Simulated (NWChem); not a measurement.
Species: CH3FMgN2

Program: NWChem. Geometry: optimised at PBE0/def2-SVP. Gas phase, vertical. One conformer.

B3LYP/def2-SVPD, TDA puts singlet state 2 at 5.59 eV with oscillator strength 0.100.

### Question
Give the wavelength, the transition dipole and the radiative lifetime of that state in vacuum.

### Answer

1. λ = 1239.84/5.59 = 222 nm, or 45090 cm⁻¹.
2. f = (2/3) ΔE μ² in atomic units, so μ = √(1.5 f/ΔE) = 0.85 a.u. = 2.17 D.
3. τ = 1.499 s cm⁻² / (f ν²) = 7.4 ns, for a non-degenerate state that emits at the vertical energy; a higher state like this one mostly decays faster by other paths.
